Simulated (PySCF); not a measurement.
A series of substituents X on one scaffold: NC-X. All species are isolated molecules in the gas phase. Strings in code marks are SMILES.

Level of theory: B3LYP-D3(BJ)/def2-TZVP (PySCF). B3LYP has the VWN-RPA correlation part, as in Gaussian. Delta-SCF ions had no search for a lower state. Excitations are Tamm–Dancoff values on a coarser integration grid. The basis has no diffuse functions, so Rydberg states are missing or too high.

```
species                    vertical ionisation energy (Delta-SCF) (eV)  T1 excitation (TDA) (eV)  S1 excitation (TDA) (eV)
-------------------------  -------------------------------------------  ------------------------  ------------------------
X = ethyl (`CCC#N`)                                              11.81                      6.44                      7.73
X = methoxy                                                          …                      6.60                      7.12
X = formyl                                                       11.82                      3.13                      3.79
X = ethynyl (`C#CC#N`)                                               …                         –                         …
X = siloxy                                                       11.21                         …                      6.30
X = thioformyl (`S=CC#N`)                                         9.99                      1.38                      1.95
```

Problem. Fill in the missing entries.

Solution. 
- X = methoxy, vertical ionisation energy (Delta-SCF) (eV): 11.13
- X = ethynyl (`C#CC#N`), vertical ionisation energy (Delta-SCF) (eV): 11.45
- X = ethynyl (`C#CC#N`), S1 excitation (TDA) (eV): 5.25
- X = siloxy, T1 excitation (TDA) (eV): 6.06
